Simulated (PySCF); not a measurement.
AlTl⁺ from Hartree–Fock to correlated methods

State: ²Σ⁺ (doublet), unpaired electrons σ ↑. Set-up: PySCF, scalar-relativistic core potentials, basis sets Al cc-pV(D+d)Z, Tl cc-pVDZ-PP with ECP60. De refers to Al⁺ + Tl in their high-spin ground configurations, without counterpoise correction. The functionals are run spin-unrestricted. A positive dipole points towards Tl; it is taken about the centre of mass and depends on that origin.

| Level | Re (Å) | ωe (cm⁻¹) | De (eV) | μ (D) |
| --- | --- | --- | --- | --- |
| UHF | 3.568 | 103 | n/a | -4.94 |
| UHF-MP2 | 3.469 | 111 | n/a | n/a |
| UHF-SCS-MP2 | 3.502 | 107 | n/a | n/a |
| UHF-CCSD | 3.485 | 110 | n/a | n/a |
| UHF-CCSD(T) | 3.472 | 112 | n/a | n/a |
| PBE | 3.524 | 99.6 | n/a | -5.33 |
| r²SCAN | 3.480 | 105 | n/a | -5.25 |
| r²SCANh | 3.464 | 107 | n/a | -5.24 |
| B3LYP | 3.557 | 97.9 | n/a | -5.47 |
| PBE0 | 3.466 | 108 | n/a | -5.18 |
| MN15 | 3.515 | 97.0 | n/a | -6.30 |

The bond length runs from 3.464 Å (r²SCANh) to 3.568 Å (UHF).

Correlated steps freeze 9 core orbitals. Spin–orbit coupling is left out, which matters for elements this heavy, above all for dissociation energies. The state is the lowest determinant that a PBE0 search found; another state may lie lower at other levels.

The whole job (state search and all levels along the bond) took about 1.1 min on 1 thread of Intel Xeon 6975P-C (shared host), peak memory 0.52 GiB.
